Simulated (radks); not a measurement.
Initial-state core-level shifts of neutral iodine when its valence configuration changes from [Kr] 4d10 5s2 5p5. Calculated with a radial shooting solver on a logarithmic mesh with Libxc functionals: scalar-relativistic Kohn-Sham, PBEsol, spin-polarised, spherical densities, finite nucleus; open shells are filled with parallel spins first (spin-orbit coupling, left out, can overturn this in heavy ions); Fermi nuclear charge, rms radius 4.75 fm. Shifts are changes of the shell-averaged eigenvalues in eV (positive: less bound); the change of the density at the nucleus, which sets a Mossbauer isomer shift, is in e/bohr^3, on a base of 2.566e+05.

valence               2s      3p      3d      4s  density at nucleus
4d9 5s2 5p6       -9.820  -9.266  -9.377  -7.598              +27.40
4d10 5s1 5p6      -1.399  -1.418  -1.417  -1.393              -71.04
4d9.5 5s2 5p5.5   -4.879  -4.613  -4.667  -3.806              +13.57
4d10 5s1.5 5p5.5  -0.703  -0.712  -0.712  -0.700              -35.30
4d9.5 5s1.5 5p6   -5.565  -5.308  -5.361  -4.486              -23.33
